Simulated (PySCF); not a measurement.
Si(H)(SH) (H₂SSi), SMILES [SiH]S (connectivity only; charge and spin as stated), neutral, multiplicity 1. Heavy atoms are numbered as in [SiH:1][SH:3]. Hydrogens are named by the atom that carries them.

Geometry optimised at PBE-D3(BJ)/def2-TZVP.

Computed with PBE0/def2-TZVPD (PySCF).

Mulliken values depend strongly on the basis, most of all with diffuse functions as here. Atomic charges (e), one atom of each kind:

```json
[
 {"atom": "Si1 (SiH)", "IAO": "(withheld)", "Mulliken": "0.11"},
 {"atom": "H on Si1", "IAO": "(withheld)", "Mulliken": "-0.01"},
 {"atom": "S3 (SH)", "IAO": "(withheld)", "Mulliken": "-0.34"},
 {"atom": "H on S3", "IAO": "(withheld)", "Mulliken": "0.23"}
]
```

### Question
Complete the blanks. (The exact figures need the calculation; the answer reports its results.)

### Answer

- Si1 (SiH), IAO: 0.22
- H on Si1, IAO: -0.12
- S3 (SH), IAO: -0.20
- H on S3, IAO: 0.10
